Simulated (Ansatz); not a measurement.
Basis-set series for C9H22Sn, SMILES `C[CH](C)[SnH]([CH](C)C)[CH](C)C`. Total charge 0; spin multiplicity 1. Sn takes the def2 core potential. The structure was optimised at the PBE0-D4/def2-TZVP level. It is one conformer, not always the lowest.

| functional | basis | functions | energy (Eh) | HOMO (eV) | LUMO (eV) |
| --- | --- | --- | --- | --- | --- |
| PBE0-D4 | def2-SVP | 262 | -569.81321 | -6.78 | 1.15 |
| PBE0-D4 | def2-TZVPP | 637 | -570.20677 | -6.79 | 0.74 |
| ωB97M-V | def2-SVP | 262 | -569.93326 | -8.90 | 2.84 |
| ωB97M-V | def2-TZVPP | 637 | -570.35412 | -8.92 | 2.11 |

Task: Give the rows for def2-QZVPP. (Estimate.)

Result: Computed: 
```
functional       basis  functions  energy (Eh)  HOMO (eV)  LUMO (eV)
   PBE0-D4  def2-QZVPP       1255   -570.22914      -6.79       0.44
   ωB97M-V  def2-QZVPP       1255   -570.37644      -8.92       1.42
```

Positive LUMOs are unbound and depend on the basis.
